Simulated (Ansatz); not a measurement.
System: sum formula SiN3H7, charge 0, multiplicity 1. 
Structure (B3LYP-D3(BJ)/def2-TZVP (Ansatz, a quantum-chemistry and plane-wave program) minimum search):
```
Si
N 1 1.7143
H 2 1.0068 1 120.49
H 2 1.0068 3 112.22 1 -151.24
N 1 1.7197 2 104.06 3 170.42
H 5 1.0073 1 120.48 2 158.41
H 5 1.0081 6 111.58 1 -152.18
N 1 1.7197 2 104.06 3 40.70
H 8 1.0073 1 120.48 2 -158.41
H 8 1.0081 9 111.58 1 152.18
H 1 1.4847 2 119.93 3 -74.44
```

Dipole moments at this geometry, in debye (magnitudes).

```csv
level,program,dipole (D)
SVWN5/def2-TZVPD,Ansatz,1.04
PBE/def2-TZVPD,Ansatz,1.03
revPBE/def2-TZVPD,Ansatz,1.04
r2SCAN/def2-TZVPD,Ansatz,1.05
B97M-V/def2-TZVPD,Ansatz,(withheld)
PBE0/def2-TZVPD,Ansatz,1.03
r2SCANh/def2-TZVPD,Ansatz,1.05
CAM-B3LYP/def2-TZVPD,Ansatz,1.02
wB97M-V/def2-TZVPD,Ansatz,1.05
CCSD(T)/aug-cc-pV(D+d)Z,Ansatz,(withheld)
```

Some entries are withheld; supply them.


- B97M-V/def2-TZVPD, dipole (D): 1.11
- CCSD(T)/aug-cc-pV(D+d)Z, dipole (D): 1.01
